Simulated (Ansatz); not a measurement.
The cluster Ti₂S₃ (the lowest singlet isomer of a short search). Total charge 0; singlet. Geometry PBE-D4/def2-SVP, basis def2-TZVP, Ansatz.

Cartesian coordinates in Å:
```
Ti -0.992 -0.565 -0.031
Ti 0.992 0.565 0.031
S 0.079 -0.246 1.973
S 0.812 -1.360 -1.205
S -0.890 1.605 -0.768
```

| run | HOMO (eV) | LUMO (eV) |
| --- | --- | --- |
| A | -6.02 | -2.32 |
| B | -4.62 | -3.15 |
| C | -5.84 | -2.57 |
| D | -4.95 | -3.14 |
| E | -4.68 | -3.26 |
| F | -7.11 | -1.47 |

B3LYP takes the VWN-RPA correlation. No other spin state of charge 0 was run. The structure comes from a short search, and lower isomers may exist.

Question: The runs used B3LYP, BLYP, CAM-B3LYP, PBE, PBE0, r2SCAN. Estimate which is which.

Answer: A PBE0 (25 % exact exchange); B BLYP (0 % exact exchange); C B3LYP (20 % exact exchange); D r2SCAN (0 % exact exchange); E PBE (0 % exact exchange); F CAM-B3LYP (range-separated). Exact exchange lowers occupied and raises empty levels; among semilocal functionals meta-GGAs tend to open the gap a little, and such runs are hard to tell apart. The gap grows from 1.42 eV (PBE) to 5.64 eV (CAM-B3LYP). The restricted singlet is unstable towards broken spin symmetry in Hartree–Fock (as tested in another run); at PBE0-D4/def2-TZVP, BLYP-D4/def2-TZVP, B3LYP-D4/def2-TZVP, r2SCAN-D4/def2-TZVP and others this wasn't settled.
